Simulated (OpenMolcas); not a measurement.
A ladder of methods for AlCNClOF (SMILES O=C=[N][Al]([F])[Cl])

AlCNClOF has 6 atoms, charge 0, and is taken as a singlet. SMILES: `O=C=[N][Al]([F])[Cl]`. The coordinates come from a PBE0-D4/def2-TZVP relaxation. This is one conformer, not always the lowest.

Each level gives the vertical ionisation energy (to the doublet cation) (eV). The values are calculated.

```json
{"level": "HF/cc-pVDZ", "kind": "Hartree–Fock", "program": "OpenMolcas", "value (eV)": "10.45", "CPU time (all runs)": "34 s"}
{"level": "BLYP/cc-pVDZ", "kind": "GGA", "program": "OpenMolcas", "value (eV)": "10.52", "CPU time (all runs)": "1.9 min"}
{"level": "PBE/cc-pVDZ", "kind": "GGA", "program": "OpenMolcas", "value (eV)": "10.73", "CPU time (all runs)": "95 s"}
{"level": "revPBE/cc-pVDZ", "kind": "GGA", "program": "OpenMolcas", "value (eV)": "10.66", "CPU time (all runs)": "87 s"}
{"level": "TPSS/cc-pVDZ", "kind": "meta-GGA", "program": "OpenMolcas", "value (eV)": "10.75", "CPU time (all runs)": "2.4 min"}
{"level": "r2SCAN/cc-pVDZ", "kind": "meta-GGA", "program": "OpenMolcas", "value (eV)": "11.01", "CPU time (all runs)": "2 min"}
{"level": "B3LYP/cc-pVDZ", "kind": "global hybrid", "program": "OpenMolcas", "value (eV)": "11.14", "CPU time (all runs)": "89 s"}
{"level": "BHLYP/cc-pVDZ", "kind": "global hybrid", "program": "OpenMolcas", "value (eV)": "11.41", "CPU time (all runs)": "1.7 min"}
```

The values span 10.45 to 11.41 eV. Spin contamination of the reference (⟨S²⟩ at least 0.1 too high) touches HF/cc-pVDZ. Times are those of the runs behind each value, whatever else they computed, on shared processors of several kinds: orders of magnitude only.
